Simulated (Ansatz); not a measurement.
A made-up structure of BSiH3ClO (charge +1), singlet:

O1  (-0.344, 1.353, -0.911)
B2  (-0.168, 0.440, -0.331)
Si3  (0.743, -0.381, 0.655)
Cl4  (-1.241, -1.224, -0.134)
H5  (-1.109, 1.276, -1.343)
H6  (0.401, -0.181, 2.099)
H7  (1.718, -1.284, -0.036)
(Å)

It is relaxed with PBE-D4/def2-SVP and then PBE0-D4/def2-TZVP (Ansatz 0.2.0). Atoms count as bonded within 1.22 times the sum of their covalent radii (H–H: 0.88 Å). The end point is not checked to be a true minimum.

Problem. Does its bonding change? (A judgement: the text doesn't fix the answer.)

Solution. The calculation gives: No: no bond forms or breaks.

Where it ends: The first stage lowers the energy by 4.87 eV in 8 steps. It ends as BSiH₃ClO ([OH][B]1[SiH2][Cl]1), total charge +1:
| atom | x (Å) | y (Å) | z (Å) |
| --- | --- | --- | --- |
| O1 | -0.5708 | 1.5212 | -1.1373 |
| B2 | -0.2452 | 0.5044 | -0.4116 |
| Si3 | 0.8569 | -0.5322 | 0.8033 |
| Cl4 | -1.1569 | -1.1245 | -0.1332 |
| H5 | -1.3842 | 1.5590 | -1.6584 |
| H6 | 0.6402 | -0.4536 | 2.2573 |
| H7 | 1.8599 | -1.4743 | 0.2798 |

Labels in which every atom is bracketed show which atoms are joined, not bond orders.

For scale, one of the runs: PBE0-D4/def2-TZVP relaxation, 154 basis functions, launched by `ansatz run in.yaml --threads 2 --pin off --events-out ev --progress --plain --max-ram 4352MiB`. Hardware: 2 CPU threads of an Arm Neoverse V1, shared host. Wall time about 27 s.
